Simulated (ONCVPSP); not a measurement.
**Before and after: ONCV potential for Be (Z = 4)**

Be, optimised norm-conserving Vanderbilt (ONCV), made with ONCVPSP 4.0.1 (PBE, scalar-relativistic). Core [He], reference 2s2. Waves: 2s: rc 2.25 bohr, ncon 4, nbas 8, qcut 2.3 1/bohr, 1 projector; p scattering state at 0.38 Ha: rc 2.45 bohr, ncon 3, nbas 6, qcut 3.1 1/bohr, 1 projector; d scattering state at 0.02 Ha: rc 2.40 bohr, ncon 5, nbas 10, qcut 4.2 1/bohr, 2 projectors, debl 3 Ha. Local part: polynomial inside 1.80 bohr (lpopt 1, dvloc0 0 Ha). Core correction: Teter function, fcfact 6, rcfact 1.35.

In the p channel the program set the typed energies aside and used 0.050 Ha.

Change: all radii but the core radius scaled by about 1.20 (s 2.70, p 2.94, d 2.88 bohr); local potential polynomial inside 2.16 bohr (lpopt 1, dvloc0 0 Ha).

Cutoffs: the cutoffs (Ha) at which the residual kinetic energy of the hardest occupied pseudo-wave falls to 1 and 0.1 mHa per electron; they do not see the model core or the augmentation charge, which bear on the density cutoff. Errors are all-electron minus pseudo energies relative to the spin-unpolarised reference configuration.

Task: What does the change do?

Result: The potential gets softer (6.6 Ha and 30 Ha → 2.3 Ha and 16 Ha); of the 3 tests that both files solve, the error grows in 1 and shrinks in 2 by more than 15 % and 0.3 meV (median size 5.3 → 3.4 meV); neither file shows a bound ghost. A larger radius leaves more room for a smooth pseudo-wave, so fewer plane waves are needed.

| quantity | base | changed |
| --- | --- | --- |
| cutoff, loose | 6.6 Ha | 2.3 Ha |
| cutoff, tight | 30 Ha | 16 Ha |
| bound ghosts | none | none |
| GHOST(+) flags under 300 eV | none | none |
| tests with a reliable result | 3 of 4 | 3 of 4 |
| error for 2s1, meV [ΔE 9.55 eV] | +5.3 | -3.4 |
| error for 2s1.5, meV [ΔE 3.76 eV] | +1.3 | +0.3 |
| error for 2s1 2p1, meV [ΔE 3.61 eV] | -15 | -34 |
| rms error of d²Exc/dni dnj with the model core, mHa | 0.40 | 0.35 |

Changed file: The cutoffs count occupied waves only; projector 2 of the d channel, the hardest unoccupied one, needs 10 Ha at the loose tolerance.
